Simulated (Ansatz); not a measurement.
Mulliken charges of `[SeH][SnH2][SeH]` from ωB97M-V/def2-TZVPP in Ansatz (PBE0-D4/def2-TZVP geometry).

| atom | x (Å) | y (Å) | z (Å) | charge (e) |
| --- | --- | --- | --- | --- |
| Se1 | -2.142 | -0.493 | -0.580 | -0.275 |
| Sn2 | -0.086 | 0.460 | 0.547 | 0.515 |
| Se3 | 1.780 | -1.233 | 0.782 | -0.275 |
| H4 | -1.540 | -0.331 | -1.910 | 0.080 |
| H5 | 0.476 | 1.779 | -0.375 | -0.063 |
| H6 | -0.551 | 0.868 | 2.131 | -0.062 |
| H7 | 2.124 | -1.119 | -0.641 | 0.080 |

By hand: the dipole of these point charges (1 e Å = 4.8032 D).

Σ q r = (0.106, 0.430, -0.086) e Å, of length 0.451 e Å = 2.17 D.

How does the dipole of the full density compare? (An estimate is asked.)

The calculation gave: (0.079, 0.239, -0.114) e Å, 1.33 D; the point charges give 1.63 times that, at 14° from its direction.

Point charges leave out the atoms' own dipoles, such as those of lone pairs, and Mulliken's split depends on the basis, so the two needn't agree.
